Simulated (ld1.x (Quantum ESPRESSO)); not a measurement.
## Before and after: ultrasoft potential for iridium (Ir)

```
Element                 : Ir (Z = 77)
Generator               : ld1.x (Quantum ESPRESSO) 7.5
Type                    : ultrasoft
Functional              : PBE
Relativity              : scalar-relativistic
Frozen core             : [Xe] 4f14
Valence charge          : 9
Reference configuration : 5d7 6s2 6p0
Partial waves           : 6s (bound): rcut 1.80, rcutus 2.30 bohr; 6s channel at 3.75 Ry: rcut 1.80, rcutus 2.30 bohr; 6p (bound, empty): rcut 2.80, rcutus 3.40 bohr; 6p channel at 0.2 Ry: rcut 2.80, rcutus 3.40 bohr; 5d (bound): rcut 1.50, rcutus 1.75 bohr; 5d channel at 0.4 Ry: rcut 1.50, rcutus 1.75 bohr; 5f channel at 0.05 Ry: rcut 2.75, rcutus 3.40 bohr; 5f channel at 2.8 Ry: rcut 2.75, rcutus 3.40 bohr
Local potential         : all-electron potential smoothed inside 3.35 bohr (lloc = -1)
Core correction         : Bessel-smoothed model core, default radius (core density twice the valence density)
Augmentation charge     : PSQ, radius 1.65 bohr
```

Change: type TM; waves now 6p (bound): rc 3.40 bohr; 5d (bound): rc 1.75 bohr; 5f channel at 0.05 Ry: rc 3.40 bohr; 6s (bound): rc 2.30 bohr; local potential the s channel.

Cutoffs: the cutoffs (Ry, on a coarse ladder) from which the occupation-weighted sum of valence levels, in a spherical-Bessel basis at the reference potential, stays within 10 and 1 mRy of its value at 400 Ry; they do not see the model core or the augmentation charge, which bear on the density cutoff. Errors are all-electron minus pseudo energies relative to the spin-unpolarised reference configuration.

Problem. How do hardness, ghosts and transferability respond?

Solution. The potential gets neither clearly harder nor softer (35 Ry and 55 Ry → 40 Ry and 45 Ry); the d channel sets the loose cutoff, while the largest relative change is in s, which becomes harder; of the 7 tests that both files solve, the error grows in 6 and shrinks in 1 by more than 15 % and 0.3 meV (median size 26.4 → 61.9 meV); the range in which the d phases agree narrows (upper end 4.0 → 0.6); the range in which the f phases agree narrows (upper end at the end of the scan → 2.6); neither file shows a bound ghost. Several settings change at once here, so the effects cannot be laid on one of them.

```tsv
quantity	base	changed
cutoff, loose	35 Ry	40 Ry
cutoff, tight	55 Ry	45 Ry
loose cutoff by channel (10 mRy a level)	s 6 Ry, d 30 Ry	d 35 Ry, s 8 Ry
bound ghosts	none	none
error for 5d7 6s1 6p0, meV [ΔE 9.88 eV]	-9.9	-13
error for 5d7 6s0 6p0, meV [ΔE 27.35 eV]	-52	-62
error for 5d6 6s0 6p0, meV [ΔE 57.89 eV]	-226	-165
error for 5d7.5 6s1.5 6p0, meV [ΔE -0.29 eV]	-8.3	-22
error for 5d8 6s1 6p0, meV [ΔE -0.33 eV]	-28	-78
error for 5d7 6s1.5 6p0, meV [ΔE 4.03 eV]	-2.7	-3.7
error for 5d6 6s2 6p0, meV [ΔE 12.19 eV]	-26	-70
s: phases at 3.71 bohr within 0.05 rad from the reference energy up to (Ry; the scan ends near 5)	n/a	1.2
p: phases at 3.71 bohr within 0.05 rad from the reference energy up to (Ry; the scan ends near 5)	2.1	1.7
d: phases at 3.71 bohr within 0.05 rad from the reference energy up to (Ry; the scan ends near 5)	4.0	0.6
f: phases at 3.71 bohr within 0.05 rad from the reference energy up to (Ry; the scan ends near 5)	to the end of the scan	2.6
```
